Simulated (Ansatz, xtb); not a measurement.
Two isomers of C3H7BO

Structure a: `B[C@@H]1C[C@H]1O`, a singlet. Structure b: `B[C@@H]1C[C@@H]1O`, a singlet. Both are isolated molecules in the gas phase, relaxed with r2SCAN-D4/def2-SVP; the shapes shown needn't be the lowest conformers.

a (Å):

```xyz
12

C    -0.5893    1.2130   -0.4897
C     0.8693    0.7423   -0.5472
C    -0.0716   -0.1022    0.2043
B    -1.5933    0.9456   -1.6003
O    -0.0745   -0.1933    1.5789
H    -1.3385    0.1026   -2.4348
H    -2.6626    1.5089   -1.6382
H    -0.7805    1.9992    0.2516
H     1.2500    0.3893   -1.5106
H     1.5877    1.3314    0.0341
H    -0.3972   -1.0490   -0.2354
H     0.3432    0.5983    1.9439
```

b (Å):

```xyz
12

C    -0.3306    0.3496   -1.1197
C    -0.6626   -0.3387    0.2486
C     0.6859    0.2033    0.0252
B    -1.0566    1.6695   -1.3453
O     1.1750    1.2942    0.7208
H    -1.5931    1.9416   -2.3929
H    -1.1404    2.4741   -0.4378
H    -0.1993   -0.3532   -1.9499
H    -1.3285    0.2065    0.9264
H    -0.8370   -1.4182    0.2123
H     1.4960   -0.5054   -0.1761
H     0.4427    1.9081    0.8683
```

Question: Which of the two would you expect CCSD(T)/def2-SVP + ΔMP2/def2-TZVPP electronic energies to favour?

Answer: Too close to call at this level: CCSD(T)/def2-SVP + ΔMP2/def2-TZVPP gives E(b) − E(a) = −0.66 kcal/mol.

The same difference at several levels:

| level | geometry | E(b) − E(a) (kcal/mol) | departure from the last row (kcal/mol) | job, with rough time for the two |
| --- | --- | --- | --- | --- |
| GFN2-xTB | GFN2-xTB | −0.20 | +0.46 | optimisation, 0.89 s |
| HF/STO-3G | GFN2-xTB | +0.38 | +1.04 | single point, 0.69 s |
| r2SCAN-D4/def2-SVP//GFN2-xTB | GFN2-xTB | −0.37 | +0.29 | single point, 5.4 s |
| r2SCAN-D4/def2-SVP | r2SCAN-D4/def2-SVP | −0.63 | +0.03 | optimisation, 93 s |
| HF/def2-SVP | r2SCAN-D4/def2-SVP | −1.13 | −0.47 | part of the CCSD(T) run |
| MP2/def2-SVP | r2SCAN-D4/def2-SVP | −1.11 | −0.45 | part of the CCSD(T) run |
| CCSD(T)/def2-SVP | r2SCAN-D4/def2-SVP | −1.12 | −0.46 | single point |
| CCSD(T)/def2-SVP + ΔMP2/def2-TZVPP | r2SCAN-D4/def2-SVP | −0.66 |  | single point, 51 s |

As drawn, both hold the same kinds of bond in the same numbers.

The largest departure from CCSD(T)/def2-SVP + ΔMP2/def2-TZVPP is that of HF/STO-3G, 1.04 kcal/mol. The last row adds to CCSD(T) the change of the MP2 difference between the two basis sets, here +0.46 kcal/mol.

With harmonic frequencies from r2SCAN-D4/def2-SVP (ideal gas, rigid rotor, one conformer each, 298.15 K, 1 atm): on the last row, ΔE + ΔZPE = −0.68, ΔH = −0.68, ΔG = −0.74 kcal/mol.

The correlated steps freeze 5 core orbitals. Codes used: Ansatz 0.2.0, xtb 6.7.1; the last row on 2 threads of Intel(R) Xeon(R) Processor @ 2.50GHz (Skylake/Cascade Lake) on a shared host.
